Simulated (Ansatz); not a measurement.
Molecule: sum formula BNH₅, net charge 0, doublet state. It need not be the lowest isomer of its formula. 
Structure (B3LYP-D3(BJ)/def2-TZVP (Ansatz, an electronic-structure program) minimum search):
```
B
N 1 1.4529
H 2 1.0091 1 123.80
H 2 1.0095 3 113.27 1 -180.00
H 1 1.1952 2 115.55 3 0.00
H 1 1.2537 5 115.75 2 130.23
H 1 1.2537 5 115.75 6 99.53
```
Charge 0, spin multiplicity 2.

Computed values are from Ansatz. Cores are frozen in the correlated levels unless marked. UHF or UKS for open shells. No spin-orbit coupling. No relativistic terms. CBS marks a two-point X^-3 extrapolation of the correlation energy; Hartree-Fock from the larger set. The bracket is a focal-point correction in the basis named.

Problem. What is the dipole moment at CCSD(T)/aug-cc-pVDZ?

Solution. 2.80 D.

Problem. What is the T1 diagnostic at CCSD/aug-cc-pVTZ?

Solution. 0.034.

Problem. What is the atomisation energy De at RI-MP2/CBS(aug-cc-pVTZ,aug-cc-pVQZ)+[CCSD(T)-MP2]/aug-cc-pVTZ?

Solution. 2115.3 kJ/mol.

Problem. What is the total energy at RI-MP2/CBS(aug-cc-pVTZ,aug-cc-pVQZ)+[CCSD(T)-MP2]/aug-cc-pVTZ?

Solution. -82.4415 Eh.
